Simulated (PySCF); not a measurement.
**Ionising KSb**

PBE0; basis K x2c-SVPall, Sb x2c-SVPall; spin-free X2C with a Gaussian nucleus; PySCF 2.14. Neutral (UKS): triplet (π ↑↑), Re = 3.324 Å, ωe = 146 cm⁻¹, De = 1.16 eV, HOMO -3.58 eV, LUMO -1.41 eV.

KSb⁺ (UKS): quartet (σ ↑, π ↑↑), Re = 3.799 Å, ωe = 65.5 cm⁻¹, De = 0.23 eV to K⁺ + Sb. The energies at the minima are -7081.66905 hartree for KSb and -7081.47389 for KSb⁺.

(1) Work out the adiabatic ionisation energy, without and with harmonic zero-point energies (1 hartree = 27.2114 eV, 1 eV = 8065.5 cm⁻¹), and the change of the bond length.

Weak bonds: KSb⁺. Basis-set superposition, not corrected here, can be much of De in a small basis, most of all at correlated wavefunction levels. Spin–orbit coupling is left out, which matters for elements this heavy, above all for dissociation energies. For an ion De counts to the pair picked by the measured ionisation energies or electron affinities, which need not be the lowest pair at this level. States were picked by a PBE0 search and need not be the measured ground states.

## Answers

(1) At PBE0: 0.19516 hartree = 5.311 eV between the minima; the zero-point term (65.5 − 146.0)/2 cm⁻¹ = -0.005 eV makes it 5.306 eV. Re changes by +47.5 pm against the neutral. The electron leaves a σ orbital, and the ion is left as a loose complex of an ion and an atom.
